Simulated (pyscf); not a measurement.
# `[CH3][CH]([SiH2])[Cl]`, doublet

Gas-phase minimum from PySCF at ωB97X-D3(BJ)/def2-SVP, one conformer. H₃C–CH(SiH₂•)–Cl lies 52.6 kcal/mol over its isomer H₃C–Si•(CH₃)–Cl (electronic energy, ωB97M-D3(BJ)). 

SMILES: [SiH2]C(C)Cl
```xyz
10

C      0.0505     0.4453    -1.2675
C      0.7330     0.8997     0.0152
Si     0.7832    -0.4100     1.3946
Cl    -0.1550     2.3165     0.7153
H     -0.0104     1.2713    -1.9925
H      0.6201    -0.3805    -1.7241
H     -0.9719     0.0907    -1.0641
H      1.7497     1.2649    -0.1930
H      1.4620     0.1372     2.6072
H     -0.6109    -0.8478     1.7103
```
Charge 0, spin multiplicity 2.

Bonds (Å): C1–C2 1.522, C1–H5 1.101, C1–H6 1.102, C1–H7 1.101, C2–Si3 1.903, C2–Cl4 1.813, C2–H8 1.100, Si3–H9 1.494, Si3–H10 1.495. Bond angles (°): C2–C1–H5 110.8, C2–C1–H6 109.9, C2–C1–H7 110.9, H5–C1–H6 108.5, H5–C1–H7 108.2, H6–C1–H7 108.4, C1–C2–Si3 114.7, C1–C2–Cl4 109.8, C1–C2–H8 110.7, Si3–C2–Cl4 105.7, Si3–C2–H8 110.0, Cl4–C2–H8 105.4, C2–Si3–H9 110.4, C2–Si3–H10 109.3 (the first ones only).

Properties at ωB97X-D3(BJ)/def2-SVP:

- Harmonic wavenumbers, unscaled: 175, 209, 246, 283, 343, 580, 668, 710, 732, 920, 982, 1054, 1115, 1209, 1296, 1407, 1465, 1484, 2217, 2237, 3066, 3137, 3164, 3171 cm⁻¹
- Zero-point energy: 45.6 kcal/mol
- Rotational symmetry number: 1
- Entropy of this conformer at 298 K and 1 atm, rigid rotor and harmonic oscillator, modes under 100 cm⁻¹ raised to 100: 327.0 J/(mol K)
- Dipole moment: 1.74 D
- Spin expectation value S2: 0.752

Single-point totals, which compare only within one level:

| level | total energy (hartree) |
|---|---|
| ωB97X-D3(BJ)/def2-TZVP | -829.59219 |
| PBE/def2-TZVP | -829.06101 |
| r²SCAN/def2-TZVP | -829.40709 |
| B3LYP-D3(BJ)/def2-TZVP | -829.57022 |
| PBE0-D3(BJ)/def2-TZVP | -829.14928 |
| M06-2X/def2-TZVP | -829.43350 |
| ωB97M-D3(BJ)/def2-TZVP | -829.62233 |

Soft torsions are taken as harmonic, which can shift the entropy by several J/(mol K).
